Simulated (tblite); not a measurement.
Input of a run (GFN2-xTB geometry optimisation, gas phase (tblite 0.8.0)), started from a force field or distance geometry:
```
{"job": {"kind": "relax", "xc": "GFN2-xTB", "basis": "xTB"}, "charge": 0, "multiplicity": 2}
O      1.604400    -1.525500    -1.197800
S      1.164400    -0.676300    -0.110800
O      1.121300    -1.177100     1.260400
O      2.185700     0.577900    -0.123600
C     -0.290200     0.138200    -0.511600
C     -1.031500     1.006100     0.381600
C     -1.612100    -0.284100    -0.104800
H      2.940400     0.334700    -0.697600
H     -1.370200     1.932400    -0.044600
H     -0.668700     1.064600     1.407700
H     -2.376200    -0.264400    -0.871200
H     -1.666100    -1.127200     0.586200
```

Output (eV, eV/Å):
```
step      E/eV     max force
  0    -661.04778    1.578
  1    -661.11238    0.724
  2    -661.12723    0.400
  3    -661.14516    0.393
  4    -661.15312    0.366
  5    -661.16173    0.210
  6    -661.16615    0.253
  7    -661.17088    0.288
  8    -661.17426    0.215
  9    -661.17638    0.097
 10    -661.17754    0.093
 11    -661.17859    0.139
 12    -661.17993    0.139
 13    -661.18123    0.155
 14    -661.18260    0.169
 15    -661.18412    0.129
 16    -661.18580    0.168
 17    -661.18751    0.155
 18    -661.18910    0.112
 19    -661.19050    0.110
 20    -661.19175    0.119
 21    -661.19293    0.098
 22    -661.19388    0.084
 23    -661.19449    0.057
 24    -661.19485    0.046
 25    -661.19508    0.040
 26    -661.19526    0.033
 27    -661.19539    0.032
 28    -661.19549    0.029
 29    -661.19557    0.030
 30    -661.19567    0.033
 31    -661.19580    0.032
 32    -661.19589    0.024
 33    -661.19594    0.020
 34    -661.19599    0.021
 35    -661.19608    0.032
 36    -661.19622    0.049
 37    -661.19641    0.052
 38    -661.19657    0.035
 39    -661.19668    0.028
 40    -661.19677    0.026
 41    -661.19686    0.027
 42    -661.19697    0.030
 43    -661.19706    0.023
 44    -661.19713    0.033
 45    -661.19719    0.035
 46    -661.19725    0.021
 47    -661.19729    0.012
 48    -661.19731    0.010
```

Summarise the run.

The energy falls by 0.150 eV over 48 L-BFGS steps, the largest force on an atom goes from 1.58 to 0.010 eV/Å, and the atoms move by 0.120 Å rms after alignment. The bond that changes most is S2–C5 (ends: sulfur bonded to C and 3 O; carbon bonded to 2 C and S), which lengthens by 0.042 Å. Bonds longer at the end by more than 0.005 Å: 5 of 12; shorter: 6. Among the angles that change most is S2–C5–C6, from 125.1° to 119.2°. Among the dihedrals that turn most is O3–S2–O4–H8, from 116° to 146°. The energy never rose by more than 1e-5 eV on the way. The first step brought 43 % of the lowering.

What are the final bond lengths?

O1=S2 1.429 Å, S2=O3 1.431 Å, S2–O4 1.610 Å, S2–C5 1.756 Å, C5–C6 1.468 Å, C6–C7 1.514 Å, C5–C7 1.468 Å, O4–H8 0.958 Å, C6–H9 1.081 Å, C6–H10 1.082 Å, C7–H11 1.081 Å, C7–H12 1.082 Å. Numbering counts from 1 in the input's order; the species is `O=S(=O)(O)[C]1CC1` [radical].

On Arm Neoverse V1, one thread, no GPU, shared host with 32 logical CPUs at a one-minute load of 9.5, this took 0.25 s wall.

Its GFN2-xTB frequencies are all real (lowest 30 cm⁻¹).

One conformer stands for the species.

These are computed values.
